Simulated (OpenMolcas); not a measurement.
An OpenMolcas run meant for Zr+ (ANO-R1, X2C; inactive shells 1s 2s 2p 3s 3p 3d 4s 4p; intended active space 3 electrons in 6 orbitals (4d 5s)). One step of its input:

```
&CASPT2
Multistate=20 1 2 3 4 5 6 7 8 9 10 11 12 13 14 15 16 17 18 19 20
Frozen=8 6
IPEA=1.5
Imaginary=0.1
MaxIter=60
WThr=0.0 0.3 0.05
PrWF=0.5
NoMix
```

The run finished. Its levels beside those of a sound run (MS-CASPT2, IPEA 0.25 Eh, imaginary shift 0.1 Eh (closed shells correlated: 4s 4p)), in cm⁻¹ above each run's lowest level:

```
        Level  This run  Usual run
4d² 5s ⁴F_3/2       0.0        0.0
4d² 5s ⁴F_5/2       300        302
4d² 5s ⁴F_7/2       719        723
4d² 5s ⁴F_9/2      1248       1253
   4d³ ⁴F_3/2      3703       3624
   4d³ ⁴F_5/2      4044       4002
   4d³ ⁴F_7/2      4484       4480
4d² 5s ²D_3/2      5241       4590
4d² 5s ²D_5/2      5474       4791
   4d³ ⁴F_9/2      4980       4973
   4d³ ²P_1/2      7708       6787
4d² 5s ²F_5/2      7895       7075
   4d³ ²P_3/2      8089       7182
4d² 5s ²F_7/2      8544       7722
```

Which setting is unsound, and how much does it matter here?

The IPEA shift is far above its usual 0.25 hartree. Against the sound run the excited levels shown move by 380 cm-1 on average and by 920 cm-1 at most.

CASPT2 breaks the degeneracy within a term, and the mean is taken; among the terms shown or strongly mixed into the levels shown the widest spread is 890 cm-1 (4d² 5s ²F, this run). Some high roots are left out of the spin-orbit mixing, which shifts the levels that they would mix with. Configurations are named by rounded mean occupations; where the s occupation lies near a half they are strongly mixed, a name can repeat and a true partner stay unpaired. A single d shell beside an s shell can misplace configurations of different d count against each other. Some terms miss by over 15 % even with CASPT2, which points to a basis or an active space too small for the shells correlated. The CASPT2 spread within a term exceeds the gap to the next term for 4d³ ⁴F and 4d² 5s ²D, 4d³ ²P and 4d² 5s ²F, so the order of their levels is uncertain, and so are names and mixing where such terms share a J (figures for the sound run; the like holds for this run). Some levels mix across a computed gap that differs much from the measured one, so their mixing is not that of the real levels (holds for the sound run). Only configurations of the active space appear.
